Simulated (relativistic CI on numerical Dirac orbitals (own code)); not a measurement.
**Mn6+: 3s photoemission**

Computed with this model: Dirac-Coulomb-Breit CI, KLI orbitals optimised for each configuration, model QED, valence Slater integrals scaled by 0.8, multiplet model of photoemission in the sudden approximation; configurations [Ar] 3d → [Ne] 3s 3p6 3d; 300 K; Lorentzian 1.5 eV and Gaussian 0.6 eV FWHM. Energies are those of the free ion, without screening or charge transfer. The energies are binding energies and can lie tens of eV above those of solids. Without intra-shell correlation the exchange splitting of an s hole comes out too large, often by half or more. S is read from ⟨S²⟩ = S(S + 1).

Computed curve for free ion, scaled to 100 at the maximum (points under 2 are left out and the grid is thinned):

```
Energy (eV)  Intensity
      202.4        2.1
      202.6        2.2
      202.8        2.4
      203.2        2.8
      203.4        3.0
      203.6        3.3
      203.8        3.6
      204.0        3.9
      204.2        4.3
      204.6        5.2
      204.8        5.9
      205.0        6.6
      205.2        7.5
      205.4        8.5
      205.8       11.5
      206.0       13.5
      206.2       16.2
      206.4       19.6
      206.6       24.2
      207.0       38.6
      207.2       49.5
      207.4       63.1
      207.6       78.3
      207.8       92.0
      208.0      100.0
      208.4       89.9
      208.6       75.8
      208.8       60.9
      209.0       48.0
      209.2       37.8
      209.6       24.8
      209.8       20.8
      210.0       17.9
      210.2       15.9
      210.4       14.6
      210.8       13.5
      211.0       13.8
      211.2       14.7
      211.4       16.4
      211.6       19.0
      211.8       22.5
      212.2       30.9
      212.4       33.7
      212.6       34.0
      212.8       31.5
      213.0       27.2
      213.4       17.7
      213.6       14.1
      213.8       11.3
      214.0        9.3
      214.2        7.7
      214.6        5.6
      214.8        4.9
      215.0        4.3
      215.2        3.8
      215.4        3.4
      215.6        3.1
      216.0        2.5
      216.2        2.3
      216.4        2.1
```

The ground state has S = 0.50, and the centroid lies at 209.14 eV.
